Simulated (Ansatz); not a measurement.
FGaH4SeSi, SMILES `F[SiH]([GaH2])[SeH]`, relaxed with RKS PBE0-D4/def2-TZVP in Ansatz from a GFN2-xTB geometry. The force threshold is 0.005 eV/Å; the program also tests the step.

The species carries charge 0 and has multiplicity 1.

Start:

```xyz
8

F     0.515    1.946    0.803
Si   -0.317    0.546    0.834
Ga    1.167   -0.949   -0.350
Se   -2.262    0.843   -0.372
H    -0.748    0.504    2.232
H     1.164   -1.078   -1.956
H     2.285   -1.886    0.318
H    -1.804    0.075   -1.509
```

| step | energy (eV) | largest force (eV/Å) | largest move (Å) |
| --- | --- | --- | --- |
| 1 | -128370.3102 | 0.847 | 0.000 |
| 2 | -128370.3865 | 0.488 | 0.195 |
| 3 | -128370.4295 | 0.556 | 0.119 |
| 4 | -128370.4559 | 0.434 | 0.200 |
| 5 (rejected) | -128370.4531 | 0.534 | 0.153 |
| 6 | -128370.4746 | 0.140 | 0.077 |
| 7 | -128370.4873 | 0.091 | 0.100 |
| 8 | -128370.4941 | 0.050 | 0.134 |
| 9 | -128370.4981 | 0.207 | 0.197 |
| 10 | -128370.5012 | 0.134 | 0.014 |
| 11 | -128370.5050 | 0.060 | 0.093 |
| 12 | -128370.5066 | 0.078 | 0.073 |
| 13 | -128370.5086 | 0.070 | 0.130 |
| 14 | -128370.5095 | 0.025 | 0.018 |
| 15 | -128370.5099 | 0.019 | 0.026 |
| 16 | -128370.5100 | 0.019 | 0.025 |
| 17 | -128370.5102 | 0.019 | 0.018 |
| 18 | -128370.5103 | 0.018 | 0.019 |
| 19 | -128370.5103 | 0.008 | 0.010 |
| 20 (rejected) | -128370.5103 | 0.008 | 0.004 |
| 21 | -128370.5104 | 0.005 | 0.002 |

End:

```xyz
8

F     0.264    2.235    0.534
Si   -0.158    0.705    0.775
Ga    1.168   -0.937   -0.353
Se   -2.195    0.222   -0.142
H    -0.421    0.552    2.228
H     1.457   -0.726   -1.881
H     1.564   -2.277    0.358
H    -1.679    0.225   -1.519
```

Run time 70 s (4 threads of an Arm Neoverse V2 on a shared host); peak host memory 0.65 GiB.
